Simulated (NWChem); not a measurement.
Molecule: C₂H₆GeO; SMILES C[C](=O)[GeH3]

```xyz
10

C     -1.0960     1.8767     0.0000
C      0.1497     1.0337     0.0001
O      1.2590     1.5045     0.0000
Ge    -0.0033    -0.9767     0.0000
H     -1.7103     1.6375     0.8837
H     -1.7108     1.6367    -0.8831
H     -0.8328     2.9440    -0.0006
H      0.7130    -1.4976    -1.2553
H      0.7196    -1.4983     1.2512
H     -1.4658    -1.4657     0.0036
```
Atoms are numbered in this order, from 1.

Results from NWChem. Geometry: optimised at PBE0/def2-SVP.

### Question
Estimate the computed values for BLYP/def2-SVP. Quantities: highest occupied level (eV); orbital gap (eV); dipole (D).

### Answer
```yaml
highest occupied level (eV): -5.22
orbital gap (eV): 3.36
dipole (D): 2.13
```
